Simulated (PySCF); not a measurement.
Variants of one PySCF input: ZnSe

Base input, run as `python input.py` with PySCF 2.14:

```python
from pyscf import gto, scf, mp

mol = gto.M(
    atom='Zn 0 0 0; Se 0 0 2.144',
    basis='pcseg-1',
    charge=0,
    spin=0,
    verbose=4,
)
mf = scf.RHF(mol)
mf.kernel()
mp.MP2(mf, frozen=14).kernel()
mf.dip_moment()
print('orbital energies (hartree):', mf.mo_energy[..., max(0, mol.nelec[1]-3):mol.nelec[0]+3].round(4))
```

Base result: E(SCF) = -4177.070779 Eh, 10 cycles, E(MP2) − E(SCF) = -0.42086 Eh, μz(SCF) = -7.29 D. At this level a UHF run with spin=2 ends 0.54 eV lower; the true order of the states can differ. Stability towards an unrestricted solution was not tested. The bond length is a typed value, not an optimised one.

Wall time 2.1 s on one thread of a shared host.

Each row names what differs from the base; energies in brackets are changes from the base.

| change | result |
| --- | --- |
| initial guess: minao → 1e [may be another electronic state] [ends in another solution than the base] | E(SCF) = -4176.901061 Eh (+4.6183 eV), 16 cycles, E(MP2) − E(SCF) = -0.40140 Eh, μz(SCF) = 5.24 D |
| density fitting: none → def2-universal-jkfit | E(SCF) = -4177.070654 Eh (+0.0034 eV), 10 cycles, E(MP2) − E(SCF) = -0.42094 Eh, μz(SCF) = -7.29 D |
| point-group symmetry: off → on | E(SCF) = -4177.070779 Eh (+0.0000 eV), 10 cycles, E(MP2) − E(SCF) = -0.42086 Eh, μz(SCF) = -7.29 D |
| geometry: bond 2.144 → bond 6.432 [stretched restricted solution, likely unstable] | E(SCF) = -4177.011172 Eh (+1.6220 eV), 8 cycles, E(MP2) − E(SCF) = -0.37839 Eh, μz(SCF) = -0.04 D |
| PCM solvent, dielectric constant: none → 78.36; step after the SCF: mp2 → analyze [may be another electronic state] | E(SCF) = -4177.160470 Eh (-2.4406 eV), 10 cycles, μz(SCF) = -13.99 D |
| geometry: bond 2.144 → bond 3.216 [stretched restricted solution, likely unstable] | E(SCF) = -4177.028128 Eh (+1.1606 eV), 10 cycles, E(MP2) − E(SCF) = -0.38938 Eh, μz(SCF) = -3.96 D |
| basis set: pcseg-1 → lanl2dz; core potential: off → on; frozen orbitals: 14 → 0 | E(SCF) = -72.504328 Eh, 15 cycles, E(MP2) − E(SCF) = -0.22729 Eh, μz(SCF) = -6.90 D |
| functional: none (Hartree–Fock) → 0.5*hf+0.5*b88,lyp; SCF type: RHF → RKS; step after the SCF: mp2 → analyze | E(SCF) = -4180.371206 Eh, 10 cycles, μz(SCF) = -5.98 D |
| functional: none (Hartree–Fock) → scan; SCF type: RHF → RKS; step after the SCF: mp2 → analyze | E(SCF) = -4180.790498 Eh, 12 cycles, μz(SCF) = -5.33 D |
| spin (2S): 0 → 2; SCF type: RHF → UHF [a high spin state] | E(SCF) = -4177.090551 Eh (-0.5380 eV), 11 cycles, E(MP2) − E(SCF) = -0.38659 Eh, ⟨S²⟩ = 2.012, μz(SCF) = -2.64 D |
| geometry: bond 2.144 → bond 1.887 | E(SCF) = -4177.025924 Eh (+1.2206 eV), 10 cycles, E(MP2) − E(SCF) = -0.42610 Eh, μz(SCF) = -6.82 D |
| charge: 0 → 1; spin (2S): 0 → 1; SCF type: RHF → UHF [another spin of the ion may lie lower] | E(SCF) = -4176.823204 Eh (+6.7369 eV), 13 cycles, E(MP2) − E(SCF) = -0.37668 Eh, ⟨S²⟩ = 0.763 |
| PCM solvent, dielectric constant: none → 20.5; step after the SCF: mp2 → analyze [may be another electronic state] | E(SCF) = -4177.155474 Eh (-2.3047 eV), 10 cycles, μz(SCF) = -13.71 D |
| geometry: bond 2.144 → bond 2.294 | E(SCF) = -4177.071585 Eh (-0.0219 eV), 10 cycles, E(MP2) − E(SCF) = -0.41665 Eh, μz(SCF) = -7.23 D |
| electric field along z (a.u.): none → -0.01 | E(SCF) = -4177.103581 Eh (-0.8926 eV), 10 cycles, E(MP2) − E(SCF) = -0.41487 Eh, μz(SCF) = -9.34 D |
| functional: none (Hartree–Fock) → lc_wpbe; SCF type: RHF → RKS; step after the SCF: mp2 → analyze | E(SCF) = -4179.878096 Eh, 10 cycles, μz(SCF) = -6.38 D |
| geometry: bond 2.144 → bond 25 [unsound on purpose] [stretched restricted solution, likely unstable] | E(SCF) = -4177.011159 Eh (+1.6223 eV), 7 cycles, E(MP2) − E(SCF) = -0.37835 Eh, μz(SCF) = 0.00 D |
| Cartesian functions: off → on | E(SCF) = -4177.106750 Eh (-0.9788 eV), 10 cycles, E(MP2) − E(SCF) = -0.51277 Eh, μz(SCF) = -7.19 D |
| step after the SCF: mp2 → gradient | E(SCF) = -4177.070779 Eh (+0.0000 eV), 10 cycles, μz(SCF) = -7.29 D, gradient on the second atom -0.0235 Eh/bohr |

Order these changes by how far they move the SCF energy from the base, largest first: (1) PCM solvent, dielectric constant: none → 20.5; step after the SCF: mp2 → analyze; (2) PCM solvent, dielectric constant: none → 78.36; step after the SCF: mp2 → analyze; (3) geometry: bond 2.144 → bond 6.432; (4) initial guess: minao → 1e.

(4) +4.6183 eV, (2) -2.4406 eV, (1) -2.3047 eV, (3) +1.6220 eV.
